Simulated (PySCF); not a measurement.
Level of theory: PySCF with r2SCAN-D4/def2-TZVP. Isolated molecules, 0 K electronic values unless said otherwise. One relaxed conformer stands for a flexible species; it need not be the lowest. Excitations are Tamm–Dancoff values on a coarser integration grid. The basis has no diffuse functions, so Rydberg states are missing or too high.

Reference species (SMILES): `O([SiH]=O)[SiH3]` (O–Si–O–Si torsion 1°) (neutral, multiplicity 1).

```json
{
 "HOMO–LUMO gap": "5.38 eV",
 "T1 excitation (TDA)": "4.80 eV",
 "LUMO": "-1.78 eV",
 "HOMO": "-7.16 eV"
}
```

Changed species: `O[Si](O)=[SiH2]` (H–O–Si–Si torsion -19°, Si–Si–O–H torsion -165°).

Q: Predict the effect on the HOMO–LUMO gap, T1 excitation (TDA), LUMO and HOMO.

A: the HOMO–LUMO gap falls by 2.00 eV, to 3.38 eV; the T1 excitation (TDA) falls by 2.40 eV, to 2.40 eV; the LUMO drops by 0.30 eV, to -2.08 eV; the HOMO increases by 1.70 eV, to -5.46 eV.
